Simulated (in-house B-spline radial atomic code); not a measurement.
Configurations of Fe⁴⁺, with energies counted from [Ar] (3d3/2)4. Method: Dirac-Hartree-Fock, average of each configuration as written, Fermi nucleus of rms radius 3.7377 fm. Calculated with a radial B-spline atomic code at the basis-set limit. Energies include first-order Breit, QED and recoil terms.

Occupations are held fixed; configurations that lie above the ionisation limit could autoionise.

```csv
configuration,E - E(ref) (eV),highest orbital,its <r> (bohr)
[Ar] (3d3/2)2 (3d5/2)2,1.6045,3d5/2,0.9162
[Ar] (3d3/2)1 (3d5/2)3,1.7069,3d3/2,0.9138
[Ar] (3d3/2)3 (4d5/2)1,43.679,4d5/2,2.899
[Ar] (3d3/2)1 (3d5/2)2 (4f7/2)1,52.84,4f7/2,3.482
[Ar] (3d3/2)2 (3d5/2)1 6s1,58.196,6s1/2,6.446
[Ar] (3d3/2)2 (3d5/2)1 (7p1/2)1,64.274,7p1/2,10.21
[Ar] (3d3/2)3 (7g7/2)1,66.366,7g7/2,12.69
```

Order these further configurations by energy, lowest first.
A. [Ne] 3s2 (3p1/2)1 (3p3/2)4 (3d3/2)2 (3d5/2)2 (5f5/2)1
B. [Ne] 3s2 (3p1/2)2 (3p3/2)3 (3d3/2)4 5s1
C. [Ne] 3s2 (3p1/2)1 (3p3/2)4 (3d3/2)4 (5g7/2)1
D. [Ar] (3d3/2)2 (3d5/2)1 (5f7/2)1
E. [Ar] (3d3/2)2 (3d5/2)1 (7f5/2)1

D (60.294 eV), E (67.056 eV), B (101.38 eV), A (120.36 eV), C (123.18 eV).

How far above the reference does [Ne] 3s2 (3p1/2)2 (3p3/2)3 (3d3/2)1 (3d5/2)3 6s1 lie?

116.57 eV; its least bound orbital is 6s1/2 with <r> = 6.443 bohr.

How far above the reference does [Ne] 3s2 (3p1/2)2 (3p3/2)3 (3d3/2)1 (3d5/2)3 7s1 lie?

121.75 eV; its least bound orbital is 7s1/2 with <r> = 9.525 bohr.
